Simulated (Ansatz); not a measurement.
Ansatz (an electronic-structure program) input (CCSD(T)/cc-pVTZ):

Ansatz 0.2 input:
```yaml
crystal:
  periodic: [false, false, false]
  atoms:
    - {symbol: Si, position_ang: [-0.00000000, -0.00000000, -1.11076541]}
    - {symbol: S, position_ang: [0.00000000, 0.00000000, 0.97191974]}
basis:
  gaussian:
    orbitals: cc-pVTZ
total_charge: 1
magnetization: {spin_polarized: true, initial_magnetization: 1}
correlation: {method: ccsd_t, electrons: outside_noble_gas}
```

End of the output:

```
mean field evaluation 896: about -18670.2312 eV, gradient 2.6e0 eV
mean field evaluation 928: about -18670.8245 eV, gradient 1.0e-2 eV
mean field evaluation 960: about -18670.5808 eV, gradient 3.3e-1 eV
mean field evaluation 992: about -18667.2098 eV, gradient 2.1e0 eV
mean field evaluation 1024: about -18668.4913 eV, gradient 1.7e-1 eV
mean field evaluation 1056: about -18668.3277 eV, gradient 8.3e-2 eV
mean field evaluation 1088: about -18666.6131 eV, gradient 2.6e-3 eV
mean field evaluation 1120: about -18666.1689 eV, gradient 2.5e-3 eV
mean field evaluation 1152: about -18662.6565 eV, gradient 2.2e1 eV
mean field evaluation 1184: about -18671.7845 eV, gradient 6.7e-1 eV
mean field evaluation 1216: about -18668.6371 eV, gradient 1.1e0 eV
mean field evaluation 1248: about -18669.1100 eV, gradient 8.4e-4 eV
mean field evaluation 1280: about -18667.2339 eV, gradient 1.4e-2 eV
mean field evaluation 1312: about -18668.5806 eV, gradient 5.9e0 eV
mean field evaluation 1344: about -18668.7278 eV, gradient 3.9e-3 eV
mean field evaluation 1376: about -18668.4926 eV, gradient 1.8e-2 eV
mean field evaluation 1408: about -18667.5637 eV, gradient 2.3e-1 eV
mean field evaluation 1440: about -18666.6114 eV, gradient 2.0e-1 eV
mean field evaluation 1472: about -18668.2478 eV, gradient 1.3e0 eV
mean field evaluation 1504: about -18664.2750 eV, gradient 1.5e1 eV
mean field evaluation 1536: about -18666.7562 eV, gradient 5.2e0 eV
mean field evaluation 1568: about -18667.2339 eV, gradient 8.0e-4 eV
mean field evaluation 1600: about -18671.7964 eV, gradient 1.8e-2 eV
mean field evaluation 1632: about -18670.6928 eV, gradient 1.6e0 eV
mean field evaluation 1664: about -18668.1754 eV, gradient 4.4e0 eV
mean field evaluation 1696: about -18671.7964 eV, gradient 1.4e-2 eV
mean field evaluation 1728: about -18669.1060 eV, gradient 5.5e-1 eV
mean field evaluation 1760: about -18665.8652 eV, gradient 1.5e1 eV
mean field -18671.79642412 eV, -686.1758623881 hartree, gradient 1.7e-6 eV, S^2 0.764036; 22 other end points of the search recorded, 0 dependent functions left out
determinant -18671.79642412 eV, -686.1758623881 hartree, with singles and doubles -18678.37287027 eV, -686.4175423265 hartree
determinant -18670.82451830 eV, -686.1401455081 hartree, with singles and doubles -18677.84110131 eV, -686.3980001778 hartree
determinant -18669.10995139 eV, -686.0771363364 hartree, with singles and doubles -18674.83988781 eV, -686.2877076160 hartree
determinant -18668.72776679 eV, -686.0630913114 hartree, with singles and doubles -18674.82893113 eV, -686.2873049654 hartree
determinant -18668.69292753 eV, -686.0618109921 hartree, with singles and doubles -18674.45062106 eV, -686.2734023268 hartree
determinant -18668.49263315 eV, -686.0544503095 hartree, with singles and doubles -18674.61678768 eV, -686.2795088374 hartree
determinant -18668.32806737 eV, -686.0484026288 hartree, with singles and doubles -18674.46235620 eV, -686.2738335850 hartree
determinant -18671.79642412 eV, -686.1758623881 hartree, with singles and doubles -18678.31621261 eV, -686.4154601958 hartree
determinant -18670.82451830 eV, -686.1401455081 hartree, with singles and doubles -18677.79741352 eV, -686.3963946812 hartree
10 core orbitals not correlated
reference -18671.79642412 eV, -686.1758623881 hartree; 5, 4 occupied and 53, 54 virtual orbitals, 406 factors
second order -5.62316430 eV of doubles, -0.00000000 eV of singles
coupled cluster: 0.15 GiB planned
cycle   1  -6.51978848 eV  change    1.0e-8 eV  update   2.4e-6
perturbative correction -0.33350581 eV, -0.0122561126 hartree
Total energy: -18678.64971841 eV, -686.4277163080 hartree
```
